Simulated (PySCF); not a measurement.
Isomers of C5H14O2Si, from PBE0-D3(BJ)/def2-SVP geometry optimisation, gas phase in PySCF 2.14.0. One conformer each, no zero-point energy, no frequencies.

Question: Which isomer lies lower at this level?
A. `[CH3:1][CH2:2][O:3][SiH2:4][O:5][CH:6]([CH3:7])[CH3:8]` with C1–C2–O3–Si4 144°, C2–O3–Si4–O5 92°, O3–Si4–O5–C6 -63°, Si4–O5–C6–C7 97°: A = 3051, B = 842.1, C = 717.6 MHz, dipole 2.03 D
B. `[CH3:1][CH2:2][CH2:3][Si:4]([OH:5])([OH:6])[CH2:7][CH3:8]` with C1–C2–C3–Si4 -179°, C2–C3–Si4–O5 59°, C3–Si4–O5–H -159°, C3–Si4–O6–H -98°, C3–Si4–C7–C8 -59°: A = 2229, B = 962.4, C = 834.7 MHz, dipole 2.16 D

Answer: B. That is `CCC[Si](O)(O)CC`, 29.2 kcal/mol below the other.

```csv
SMILES,mapped SMILES,E (Eh),relative (kcal/mol),relative (kJ/mol),dipole (D)
CCC[Si](O)(O)CC,[CH3:1][CH2:2][CH2:3][Si:4]([OH:5])([OH:6])[CH2:7][CH3:8],-638.15859,0.0,0.0,2.16
CCO[SiH2]OC(C)C,[CH3:1][CH2:2][O:3][SiH2:4][O:5][CH:6]([CH3:7])[CH3:8],-638.11198,29.2,122.4,2.03
```

As drawn, the lower has an O–H bond and an Si–C bond, which the higher lacks.
